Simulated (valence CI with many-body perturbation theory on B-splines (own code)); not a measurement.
## E1 line list for Sb XXI

Computed by valence CI with perturbative core correlation (CI+MBPT): three valence electrons over a frozen Dirac-Fock core [Ar] 3d10, a basis of 11 s, 11 p, 10 d, 8 f, 5 g, 2 h functions for each j, with the one-electron correlation potential Σ1, the two-electron term Σ2, the three-electron term Σ3, Breit, model QED; selected CI, second order for the rest, scaled by the run's own slope (own B-spline code, finite nucleus).

No measured levels were compared; by estimate levels hold to about 250 cm⁻¹ or 0.2 % of their energy and the worst to 1 %, as in measured heavy ions of charge 2 to 7; those with d or f electrons hold less well.

Lines 101 to 150 of 557 in falling wavelength, among levels below 294.52 eV, chosen from the strongest by gf and those to the six lowest levels. Wavelengths and rates use the calculated energies, so an error of 2000 cm⁻¹ moves a line at 20.11 nm by 0.4 % and its rate by three times that or more. Electric multipoles are in the length gauge with retardation, E1 and E2 with the static RPA response of the core. Weak lines are less certain than strong ones. Lines between different terms over intervals too small for the method are left out, as are lines whose strength nearly cancels. Where a level lies close to another of its J and parity, the split of strength between their lines is uncertain. The highest levels of a list are the least certain.

Names give the largest LS component (configuration and term), which can be under half, so a name can repeat, a term be missing and a line seem to break the LS rules; names also repeat where a configuration has a term twice. Letters in brackets count levels of one name in rising energy.

```
λ vac (nm)                 Upper                 Lower   A (s⁻¹)  log gf  Branch %
     20.11         4p2 4d 4D_5/2      4s 4p 4d 4F°_7/2  1.12e+10   -0.39      13.5
     20.09     4p2 4d 2D_5/2 [c]  4s 4p 4d 2F°_7/2 [a]  3.12e+10    0.05      49.9
     20.06        4p2 4f 4G°_7/2       4s 4p 4f 4G_7/2  1.05e+10   -0.29       5.9
     20.04  4s 4p 4d 2F°_5/2 [b]         4s2 4d 2D_3/2  3.50e+10    0.10      16.6
     20.02           4p3 4S°_3/2         4s 4p2 4P_5/2  1.33e+10   -0.50      18.8
     20.00        4p 4d2 4S°_3/2         4s 4d2 4P_1/2  1.64e+10   -0.40       4.6
     19.93    4p 4d2 4P°_5/2 [a]   4s 4p 4f 2G_7/2 [a]  1.02e+10   -0.44       7.3
     19.93        4p2 4f 4G°_7/2   4s 4p 4f 4G_5/2 [a]  8.76e+09   -0.38       4.9
     19.84     4p2 4d 2D_3/2 [c]  4s 4p 4d 2F°_5/2 [b]  2.45e+10   -0.24      11.8
     19.81           4p3 2D°_5/2         4s 4p2 4P_5/2  8.90e+09   -0.50      30.4
     19.80    4p2 4f 2D°_3/2 [a]       4s 4p 4f 2F_5/2  1.85e+10   -0.36       7.7
     19.79           4p3 2P°_1/2         4s 4p2 2D_3/2  4.49e+10   -0.28      69.7
     19.79    4p 4d2 4D°_5/2 [b]         4s 4d2 4F_7/2  9.02e+09   -0.50       3.8
     19.75     4p2 4d 2D_3/2 [a]  4s 4p 4d 2F°_5/2 [a]  2.61e+10   -0.21      25.7
     19.69         4p2 4d 4P_5/2      4s 4p 4d 4D°_3/2  1.12e+10   -0.41       4.8
     19.67    4p2 4f 4G°_5/2 [b]   4s 4p 4f 4G_5/2 [a]  1.47e+10   -0.29       7.8
     19.66    4p 4d2 4D°_7/2 [b]         4s 4d2 4F_7/2  9.33e+09   -0.36       3.2
     19.65         4p2 4d 4D_7/2      4s 4p 4d 4F°_9/2  1.19e+10   -0.26      26.6
     19.61    4p 4d2 4P°_5/2 [b]   4s 4p 4f 2G_7/2 [a]  1.59e+10   -0.26      11.8
     19.59     4p2 4d 2D_5/2 [b]      4s 4p 4d 4D°_7/2  9.56e+09   -0.48       4.0
     19.58     4p2 4d 2P_3/2 [a]      4s 4p 4d 4F°_3/2  2.08e+10   -0.32      30.8
     19.55     4p2 4d 2D_5/2 [b]      4s 4p 4d 4D°_5/2  1.07e+10   -0.43       4.5
     19.54    4p2 4f 4F°_9/2 [b]      4s 4p 4f 4G_11/2  9.12e+09   -0.28       3.9
     19.52   4s 4p 4f 4G_5/2 [b]  4s 4p 4d 2F°_7/2 [b]  9.58e+09   -0.48       5.0
     19.49    4p2 4f 2F°_5/2 [b]   4s 4p 4f 2F_7/2 [a]  2.03e+10   -0.16       9.4
     19.47         4p2 4d 4D_1/2      4s 4p 4d 4F°_3/2  3.81e+10   -0.36      64.0
     19.45        4p2 4f 4D°_3/2   4s 4p 4f 4G_5/2 [a]  1.51e+10   -0.46       7.8
     19.41         4p2 4d 4P_5/2      4s 4p 4d 4P°_5/2  1.50e+10   -0.29       6.4
     19.40     4p2 4d 4F_9/2 [b]      4s 4p 4d 4F°_9/2  1.81e+10    0.01      53.2
     19.38  4s 4p 4d 2P°_1/2 [a]         4s2 4d 2D_3/2  3.68e+10   -0.38      19.7
     19.37    4p2 4f 4F°_9/2 [a]         4s 4d2 2G_9/2  6.55e+09   -0.43       2.9
     19.33        4p2 4f 4F°_3/2   4s 4p 4f 4G_5/2 [a]  1.70e+10   -0.42       9.1
     19.31         4p2 4d 2G_7/2      4s 4p 4d 4F°_7/2  8.79e+09   -0.41      15.8
     19.26       4p3 2P°_3/2 [a]         4s 4p2 4P_1/2  1.51e+10   -0.47      28.6
     19.18        4p2 4f 2H°_9/2   4s 4p 4f 2G_7/2 [a]  1.03e+10   -0.24       5.0
     19.12         4s 4p2 2S_1/2        4s2 4p 2P°_3/2  5.84e+10   -0.19      93.0
     19.11         4s 4p2 2P_1/2        4s2 4p 2P°_1/2  8.11e+10   -0.05      95.8
     19.02   4s 4p 4f 2D_3/2 [b]        4s2 4f 2F°_5/2  7.60e+10    0.22      27.3
     19.02      4s 4p 4d 2P°_3/2         4s2 4d 2D_5/2  6.27e+10    0.13      31.5
     19.00   4s 4p 4f 2D_5/2 [b]        4s2 4f 2F°_7/2  2.67e+10   -0.06       8.0
     18.99   4s 4p 4f 2F_7/2 [c]        4s2 4f 2F°_7/2  2.74e+10    0.07       7.0
     18.98   4s 4p 4f 2D_5/2 [b]        4s2 4f 2F°_5/2  1.65e+10   -0.27       4.9
     18.98       4p3 2P°_3/2 [b]         4s 4p2 2D_5/2  2.36e+10   -0.29      36.1
     18.98   4s 4p 4f 2F_7/2 [c]        4s2 4f 2F°_5/2  2.09e+10   -0.05       5.3
     18.96  4s 4p 4d 2P°_1/2 [b]         4s2 4d 2D_3/2  3.32e+10   -0.45      15.7
     18.95    4p2 4f 2G°_7/2 [a]     4p2 4d 2D_5/2 [a]  8.26e+09   -0.45      11.2
     18.92         4p2 4d 4D_5/2      4s 4p 4d 4F°_5/2  1.61e+10   -0.29      19.4
     18.91   4s 4p 4f 2D_5/2 [c]        4s2 4f 2F°_7/2  4.47e+10    0.16      14.4
     18.91           4p3 4S°_3/2         4s 4p2 4P_3/2  2.85e+10   -0.21      40.4
     18.90   4s 4p 4f 2D_5/2 [c]        4s2 4f 2F°_5/2  2.63e+10   -0.07       8.5
```
